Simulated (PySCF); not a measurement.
Species: CH₆BOP.
Z-matrix (Å and degrees, PBE0-D3(BJ)/def2-SVP geometry), rows numbered from 1:
```
C 
O   1  1.4057
B   2  1.3437  1  123.97
P   3  1.9280  2  124.08  1     4.06
H   1  1.1035  2  111.69  3   -43.53
H   1  1.1023  2  110.85  3    77.78
H   1  1.0988  2  108.37  3  -163.21
H   3  1.2105  2  116.37  1   178.02
H   4  1.4262  3   99.76  2   -47.48
H   4  1.4228  3   96.53  2  -145.19
```

Computed, not measured: PBE0-D3(BJ)/def2-SVP geometry optimisation, gas phase in PySCF 2.14.0.

Take the most abundant isotopes and a rigid rotor. The values belong to one conformer with, in the numbering `[CH3:1][O:2][BH:3][PH2:4]`, C1–O2–B3–P4 4°, O2–B3–P4–H -47° and -145°.

Question: What are A, B and C (MHz)?

Answer: Ia = 38.12, Ib = 151.96, Ic = 183.65 u·Å²; 505379 MHz·u·Å²/I gives A = 13257, B = 3326, C = 2752 MHz.

Question: Classify the top.

Answer: An asymmetric top. Ray's parameter κ = (2B − A − C)/(A − C) = -0.891; −1 is the prolate and +1 the oblate limit.

Question: What does the inertial defect say?

Answer: Not planar: Δ = Ic − Ia − Ib = -6.43 u·Å². For a rigid frame Δ = −2 Σ m c², so Σ m c² = 3.22 u·Å² lies off the ab plane: 3.09 from hydrogen and 0.13 from heavier atoms. The atom farthest from that plane is 1.01 Å away.

Question: Give the coordinates in the principal-axis frame, origin at the centre of mass.

Answer: The sense of each axis is arbitrary; atoms in the order of the calculation.
```tsv
atom	mass (u)	a (Å)	b (Å)	c (Å)
C1	12.000	-1.735	0.806	0.002
O2	15.995	-1.341	-0.543	-0.001
B3	11.009	-0.061	-0.951	-0.022
P4	30.974	1.454	0.239	0.063
H5	1.008	-1.124	1.408	0.696
H6	1.008	-1.653	1.242	-1.008
H7	1.008	-2.785	0.859	0.321
H8	1.008	0.123	-2.147	0.016
H9	1.008	1.061	1.201	-0.915
H10	1.008	2.303	-0.519	-0.791
```

Question: Where do the levels up to J = 4 lie, in K?

Answer: Above 0(0,0), as E/k:
J = 1: 1(0,1) 0.292, 1(1,1) 0.768, 1(1,0) 0.796
J = 2: 2(0,2) 0.874, 2(1,2) 1.324, 2(1,1) 1.407, 2(2,1) 2.837, 2(2,0) 2.838
J = 3: 3(0,3) 1.744, 3(1,3) 2.157, 3(1,2) 2.322, 3(2,2) 3.712, 3(2,1) 3.718, 3(3,1) 6.165, 3(3,0) 6.165
J = 4: 4(0,4) 2.900, 4(1,4) 3.267, 4(1,3) 3.542, 4(2,3) 4.878, 4(2,2) 4.895, 4(3,2) 7.333, 4(3,1) 7.334, 4(4,1) 10.764, 4(4,0) 10.764
The levels of one J sum to (2J + 1)J(J + 1)(A + B + C)/3.

Question: Predict some low-J microwave lines.

Answer: The dipole components are |μa| = 0.88 D, |μb| = 1.40 D, |μc| = 0.78 D. The squared components, which scale the intensities, stand as 0.40 : 1.00 : 0.31 (a : b : c). Some lines, for components of 0.1 D or more:

| type | branch | J(Ka,Kc) | MHz | lower level (cm⁻¹) |
| --- | --- | --- | --- | --- |
| a | Q | 2(1,1) ← 2(1,2) | 1721 | 0.920 |
| b | R | 2(0,2) ← 1(1,1) | 2199 | 0.534 |
| c | Q | 1(1,1) ← 1(0,1) | 9932 | 0.203 |
| a | R | 2(1,2) ← 1(1,1) | 11581 | 0.534 |
| a | R | 2(1,1) ← 1(1,0) | 12729 | 0.553 |
| c | R | 1(1,0) ← 0(0,0) | 16583 | 0.000 |
| b | R | 2(1,2) ← 1(0,1) | 21513 | 0.203 |
| c | R | 2(1,1) ← 1(0,1) | 23234 | 0.203 |
| b | R | 2(2,1) ← 1(1,0) | 42524 | 0.553 |
| c | R | 2(2,0) ← 1(1,0) | 42548 | 0.553 |
| c | R | 2(2,1) ← 1(1,1) | 43098 | 0.534 |

Not checked by PBE0-D3(BJ)/def2-SVP frequencies. These are rigid-rotor constants of the computed structure; measured ground-state constants (B0) also hold zero-point vibration. A rigid rotor knows nothing of internal rotation, which can split or shift real lines. Quadrupole hyperfine structure (11B) is left out.

The run took 23 s of wall time on Arm Neoverse V1, one thread (shared host), and the process peaked at 0.38 GiB of memory. These figures are those of the optimisation.
